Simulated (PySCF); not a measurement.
# A search over the determinants of NaPb

Unrestricted PBE0; PySCF, scalar-relativistic core potentials, basis sets Na aug-cc-pVDZ, Pb aug-cc-pVDZ-PP with ECP60. Outer shells of the fragments: Na 3s1; Pb 5d10 6s2 6p2.

Followed along the bond (rough minima from three points):

| 2Ms+1 | unpaired | ⟨S²⟩ at the start | R at minimum (Å) | Te (eV) |
| --- | --- | --- | --- | --- |
| 4 | σ ↑, π ↑↑ | 3.75 | 2.99 | 0.00 |
| 2 | π ↑ | 0.77 | 3.11 | 0.21 |
| 2 | σ ↓, π ↑↑ | 1.76 | 3.13 | 0.45 |
| 2 | σ ↑, π ↑↓ | 1.76 | 3.04 | 0.49 |
| 2 | σ ↑ | 0.75 | 3.04 | 1.15 |

Solutions found at the starting distance of 2.970 Å, counted from the lowest of them; the search is not exhaustive and high or unbound solutions are not listed, so other states can lie among these:

```json
{"2Ms+1": "4", "unpaired": "σ ↑, π ↑↑", "term": "⁴Σ⁻", "E (eV)": "0.00", "⟨S²⟩": "3.75", "⟨Lz²⟩": "0.00", "μ (D)": "-6.51"}
{"2Ms+1": "2", "unpaired": "π ↑", "term": "²Π", "E (eV)": "0.23", "⟨S²⟩": "0.77", "⟨Lz²⟩": "1.00", "μ (D)": "-4.09"}
{"2Ms+1": "2", "unpaired": "σ ↓, π ↑↑", "term": "mixed", "E (eV)": "0.47", "⟨S²⟩": "1.76", "⟨Lz²⟩": "0.00", "μ (D)": "-5.78"}
{"2Ms+1": "2", "unpaired": "σ ↑, π ↑↓", "term": "mixed", "E (eV)": "0.49", "⟨S²⟩": "1.76", "⟨Lz²⟩": "2.01", "μ (D)": "-6.20"}
{"2Ms+1": "2", "unpaired": "σ ↑", "term": "mixed", "E (eV)": "1.16", "⟨S²⟩": "0.75", "⟨Lz²⟩": "2.00", "μ (D)": "-6.13"}
{"2Ms+1": "4", "unpaired": "σ ↑↑, π ↑", "term": "⁴Π", "E (eV)": "1.54", "⟨S²⟩": "3.75", "⟨Lz²⟩": "1.00", "μ (D)": "3.56"}
{"2Ms+1": "2", "unpaired": "π ↑", "term": "²Π", "E (eV)": "2.07", "⟨S²⟩": "0.76", "⟨Lz²⟩": "1.02", "μ (D)": "-7.64"}
{"2Ms+1": "4", "unpaired": "σ ↑, π ↑↑", "term": "mixed", "E (eV)": "2.92", "⟨S²⟩": "3.75", "⟨Lz²⟩": "2.00", "μ (D)": "3.49"}
{"2Ms+1": "4", "unpaired": "σ ↑, π ↑, δ ↑", "term": "mixed", "E (eV)": "4.64", "⟨S²⟩": "3.75", "⟨Lz²⟩": "5.00", "μ (D)": "-0.24"}
{"2Ms+1": "4", "unpaired": "σ ↑, π ↑, δ ↑", "term": "mixed", "E (eV)": "4.66", "⟨S²⟩": "3.75", "⟨Lz²⟩": "4.91", "μ (D)": "-0.31"}
```

A term symbol is given only where ⟨S²⟩ and ⟨Lz²⟩ are close to those of a pure state; real π, δ and φ orbitals otherwise mix terms. A positive dipole means Na(−)Pb(+).

These are scalar-relativistic numbers at best; spin–orbit coupling would shift them, the dissociation energy most. Counting both spins, an empty level lies below a filled one in some of these solutions, because spin and occupation are held.
